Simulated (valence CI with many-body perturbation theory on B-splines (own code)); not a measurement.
# Pm56+: input, log and results

Calculated by configuration interaction combined with many-body perturbation theory (CI+MBPT): three valence electrons over a frozen Dirac-Fock core [He], a basis of 11 s, 11 p, 10 d, 8 f, 5 g, 2 h functions for each j, with the one-electron correlation potential Σ1 (screened to all orders), the two-electron term Σ2, the three-electron term Σ3, Breit, model QED; selected single and double excitations, second order for the rest, scaled by the run's own slope (own B-spline code, finite nucleus).

Command, and the settings that its task file holds:

```sh
python run_cv.py task.json out
```

```
atom Pm  Z=61  mass_number=145  rms_radius_fm=4.9620
core [He]
valence 2s2 2p1
avg = 1
basis = M
breit = 1
cap = 32000
capref = 2000
cscale = 1
de = 0.0
dress = 0
eps = 2e-08
extrap = 1
h = 0.27
hh = 1
l2 = 3
lcore = 6
maxit = 60
n2 = 5
natural = 1
nlev = 150
nno = [5, 5, 5, 4, 2, 1]
nroot = 36
nsp = [6, 6, 5, 4, 3, 1]
pt2 = 1
qed = 1
rpa = 1
s1 = 1
s2 = 1
s3 = 1
screen = 1
tol = 2e-05
whole = 1
```

It took 65 s on 1 thread of Arm Neoverse V2 (shared host).

Log. The first blocks belong to the next ion, which gives the ionisation energy. Fields: 2J, parity (1 odd), roots, reference size, generating configurations, candidates as configurations/state functions, variational space P, stored matrix elements, Davidson steps; e2 is the range of second-order energies in hartree. The first line gives the box (bohr), its intervals, the orbitals and the steps of their self-consistent field. Window is the range of levels sought, series limit the energy at which the first omitted orbital would enter, core excitation an estimate of the first excitation out of the core, left out the lowest levels not solved, and shifts from estimates the range by which levels moved from their first estimate, all in cm⁻¹.

```
rmax 2.6 intervals 57 orbitals 83 references ['2s2 2p', '2s 2p2', '2p3'] scf 2 t 0.4
2J=0 par=0 roots 2 ref 20 generators 3 cand 396/396 P 374/374 nnz 0 it 0
2J=0 par=0 roots 2 ref 20 generators 3 cand 42/42 P 392/392 nnz 0 it 0
   second order: generators 3 cand 24/24 e2 -0.00000 -0.00000
2J=0 par=1 roots 2 ref 17 generators 3 cand 344/344 P 321/321 nnz 0 it 0
2J=0 par=1 roots 2 ref 17 generators 4 cand 40/40 P 342/342 nnz 0 it 0
   second order: generators 6 cand 19/19 e2 -0.00000 -0.00000
2J=2 par=1 roots 2 ref 40 generators 2 cand 922/922 P 779/779 nnz 0 it 0
2J=2 par=1 roots 2 ref 40 generators 2 cand 183/183 P 879/879 nnz 0 it 0
   second order: generators 2 cand 83/83 e2 -0.00000 -0.00000
reference levels 1013, estimated 767, window 76572399 1/cm; series limit 90293355, core excitation 313824594
2J=1 par=1 roots 22 ref 80 generators 20 cand 8433/12608 P 4938/7168 nnz 4.4e+06 it 5
2J=1 par=1 roots 22 ref 80 generators 24 cand 9662/14673 P 8512/12750 nnz 1.3e+07 it 7
   second order: generators 25 cand 6088/9091 e2 -0.00001 -0.00000
2J=1 par=0 roots 24 ref 82 generators 22 cand 8476/12647 P 4870/7170 nnz 4.5e+06 it 5
2J=1 par=0 roots 24 ref 82 generators 24 cand 8677/12875 P 8751/13271 nnz 1.4e+07 it 7
   second order: generators 27 cand 5846/8535 e2 -0.00001 -0.00000
2J=3 par=1 roots 31 ref 122 generators 26 cand 14538/30530 P 3614/7225 nnz 5.3e+06 it 5
2J=3 par=1 roots 31 ref 122 generators 27 cand 13528/28466 P 9675/20600 nnz 3.4e+07 it 7
   second order: generators 30 cand 8594/17695 e2 -0.00003 -0.00000
2J=3 par=0 roots 29 ref 120 generators 23 cand 13586/29022 P 3589/7221 nnz 5.4e+06 it 4
2J=3 par=0 roots 29 ref 120 generators 24 cand 13527/28451 P 9736/20882 nnz 3.5e+07 it 5
   second order: generators 27 cand 8578/17967 e2 -0.00003 -0.00000
2J=5 par=0 roots 24 ref 121 generators 23 cand 16054/40718 P 3390/7222 nnz 5.6e+06 it 5
2J=5 par=0 roots 24 ref 121 generators 24 cand 16320/41752 P 9733/23441 nnz 4.5e+07 it 7
   second order: generators 25 cand 10990/27222 e2 -0.00003 -0.00000
2J=5 par=1 roots 21 ref 116 generators 18 cand 14772/36484 P 3429/7218 nnz 5.5e+06 it 5
2J=5 par=1 roots 21 ref 116 generators 20 cand 16098/39372 P 9244/21870 nnz 4e+07 it 7
   second order: generators 23 cand 11460/28792 e2 -0.00002 -0.00000
2J=7 par=1 roots 10 ref 92 generators 11 cand 11057/31017 P 3369/7181 nnz 5.3e+06 it 5
...
2J=9 par=0 roots 4 ref 60 generators 5 cand 5789/16560 P 5042/12161 nnz 1.6e+07 it 4
   second order: generators 6 cand 4973/14854 e2 -0.00002 -0.00001
2J=11 par=0 roots 1 ref 26 generators 1 cand 2840/7469 P 1897/4084 nnz 2e+06 it 4
2J=11 par=0 roots 1 ref 26 generators 1 cand 2160/5908 P 2273/5040 nnz 3.4e+06 it 4
   second order: generators 1 cand 1784/4952 e2 -0.00001 -0.00001
2J=11 par=1 roots 1 ref 29 generators 2 cand 4873/13553 P 2102/4668 nnz 3.2e+06 it 4
2J=11 par=1 roots 1 ref 29 generators 3 cand 3998/11413 P 2484/5622 nnz 4.9e+06 it 4
   second order: generators 3 cand 3616/10459 e2 -0.00001 -0.00001
left out: unestimated 91264781, estimated 81008998, shifts from estimates -12 to 56
operators 0.2
```

The Davidson iterations converged.

The last digits are not significant, and no measured levels were compared; by estimate large intervals hold to a few tenths of a per cent, small ones and those within an open d or f shell to about a per cent.

| Item | Value |
| --- | --- |
| Valence energy | -1377.021 hartree |
| Ionisation energy | 12131 eV (NIST: 12136 ± 5 eV (theoretical)) |
| Reference configurations for the orbitals | 2s2 2p, 2s 2p2, 2p3 |
| Radial orbitals | 83 |
| Box radius | 2.62 bohr |
| Largest variational space | 23441 |
| Lowest levels | (2s^2 2p1/2) J=1/2 0.0, (2s 2p1/2^2) J=1/2 197.3, (2s^2 2p3/2) J=3/2 613.6, (2s 2p1/2 2p3/2) J=3/2 [a] 751.2, (2s 2p1/2 2p3/2) J=5/2 786.7, (2s 2p1/2 2p3/2) J=1/2 843.4, (2s 2p1/2 2p3/2) J=3/2 [b] 844.7, (2p1/2^2 2p3/2) J=3/2 1052.8, (2s 2p3/2^2) J=5/2 1382.8, (2s 2p3/2^2) J=1/2 1468.4, (2s 2p3/2^2) J=3/2 1469.3, (2p1/2 2p3/2^2) J=3/2 1628.7, (2p1/2 2p3/2^2) J=5/2 1649.9, (2p1/2 2p3/2^2) J=1/2 1694.4 eV |

Levels are named by their leading jj configuration (3d3/2^4 stands for four electrons in 3d with j = 3/2), which in mixed levels can hold well under half, so a name can repeat and another be missing. Letters in brackets count levels of one name in rising energy.
